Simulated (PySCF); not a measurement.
Species: C₂F₅ (doublet state).
SMILES with atom numbers: `[F:1][C:2]([F:3])[C:4]([F:5])([F:6])[F:7]`

Cartesian coordinates in Å at the GFN2-xTB level; atoms count from 1:
```
atom  x, y, z in Å
F1     1.387    1.278    0.058
C2     0.797    0.186   -0.401
F3     1.631   -0.841   -0.441
C4    -0.611   -0.088    0.074
F5    -0.671   -0.405    1.382
F6    -1.146   -1.106   -0.596
F7    -1.384    0.981   -0.102
```

The hyperfine couplings belong to this conformer and change with its torsions.

Theory: UKS B3LYP, pcH-1 on C F, non-relativistic, mean-field spin-orbit, GIAO in PySCF. Isolated species at its GFN2-xTB geometry, gas phase. The geometry wasn't refined by DFT: couplings that depend on bond lengths, twists or pyramidal angles can differ widely from those at the functional's own minimum. Stability of the SCF solution: not tested.

(1) Give the principal g shifts and their parts.

(2) What effective moment and Curie constant follow for a powder?

(3) At 93.616 GHz, how far is the centre of the isotropic spectrum from where a free electron (g = 2.002319) resonates?

(4) How much does each term add to the isotropic shift?

(5) In a frozen sample, at which fields do the three g values resonate at 9.5, 34, 94 and 263 GHz (hyperfine left aside), and which band first spreads them over more than twice a line width of 1.0 mT?

Answers

(1) 
| Δg (ppm) | 1 | 2 | 3 |
| --- | --- | --- | --- |
| relativistic mass correction | -269 | -269 | -269 |
| gauge correction | 19 | 50 | 35 |
| orbital Zeeman/spin–orbit | -123 | 2536 | 2980 |
| total | -373 | 2317 | 2746 |

So g = 2.00195, 2.00464, 2.00507 and g_iso = 2.00388; the tensor is close to axial: the two nearest values differ by 14 % of g3 − g1. 

(2) With the mean of g² = 4.0155 and S(S+1) = 0.75: μ_eff = √(⟨g²⟩S(S+1)) = 1.735 μB and χT = 0.12505·⟨g²⟩·S(S+1) = 0.377 cm³ K/mol (cgs; spin-Hamiltonian part alone).

(3) B = hν/(g μB) with μB/h = 13.99624 MHz/mT gives 3340.45 mT for the free electron and 3337.85 mT at g_iso, 2.61 mT lower.

(4) The orbital-Zeeman/spin–orbit term 1797, the mass correction -269 and the gauge correction 35 ppm, for a total of 1563 ppm. The orbital-Zeeman/spin–orbit term is the largest in size. The mass correction is the same along every axis, so the anisotropy comes from the other two: their spans along these axes are 31 (gauge) and 3103 ppm (orbital Zeeman/spin–orbit).

(5) 
```
band    GHz  B(g3) mT  B(g2) mT  B(g1) mT  spread mT
   X    9.5    338.52    338.59    339.05       0.53
   Q   34.0   1211.54   1211.80   1213.43       1.89
   W   94.0   3349.56   3350.28   3354.78       5.22
   J  263.0   9371.64   9373.65   9386.24      14.60
```

The spread grows in proportion to the frequency. W band is the first where it exceeds 2.0 mT.

Largest spin populations (Mulliken): C2 (+0.83), F1 (+0.07) and F3 (+0.07). C2 is the only atom above +0.15. The angles at C2 add up to 345.9°, so it is pyramidal.

The HOMO–LUMO gaps are 8.96 eV among the α and 8.59 eV among the β orbitals.
